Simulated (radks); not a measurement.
Valence configurations of N3+ (all share [He]). All-electron calculation, Dirac Kohn-Sham, LDA (Slater exchange, Perdew-Wang correlation), spin-unpolarised, spherical densities, finite nucleus; open shells fill j = l - 1/2 first; Fermi nuclear charge, rms radius 2.5582 fm. Program: a radial shooting solver on a logarithmic mesh with Libxc functionals. Energies are relative to 2s2; eigenvalues in eV.

valence      E (eV)  e(2p1/2)  e(2s1/2)
2s2           0.000         -   -67.793
2s1.5 2p0.5   5.334   -56.737   -67.435
2s1 2p1      10.698   -56.327   -67.087
2s0.5 2p1.5  16.094   -55.928   -66.750
2p2          21.520   -55.540         -

NIST lists [He] 2s2 as the ground configuration; this level of theory agrees among the configurations tried. The energies are those of spherical spin-averaged densities, not of single terms.
